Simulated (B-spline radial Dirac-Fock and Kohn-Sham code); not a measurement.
**What relativity does to the binding energies of Ta⁴⁰⁺**

System: Ta⁴⁰⁺, configuration [Ar] 3d10 4s2 4p3.

Both columns are ΔSCF binding energies of the configuration average from an atomic code on a B-spline grid: non-relativistic Hartree-Fock with a point nucleus, and Dirac-Fock with a finite nucleus and the Coulomb interaction alone, averaged over the two j levels with weights 2j+1.

| shell | Hartree-Fock (eV) | Dirac-Fock (eV) | shift (eV) | shift (%) |
| --- | --- | --- | --- | --- |
| 1s | 64293.2 | 69638.4 | +5345.16 | +8.31 |
| 2s | 12178.0 | 13603.3 | +1425.26 | +11.70 |
| 3s | 4145.2 | 4514.1 | +368.94 | +8.90 |
| 3d | 3568.1 | 3560.5 | -7.64 | -0.21 |
| 4s | 1975.5 | 2100.9 | +125.36 | +6.35 |
| 4p | 1889.7 | 1942.1 | +52.40 | +2.77 |

Relativity binds 1s, 2s, 3s, 4s, 4p more strongly, among those listed most of all 2s in relative terms, and 3d more weakly, because the contracted s and p shells screen the nucleus better.

Values without a named source are computed, but for edge energies of neutral atoms, which are taken from tables.
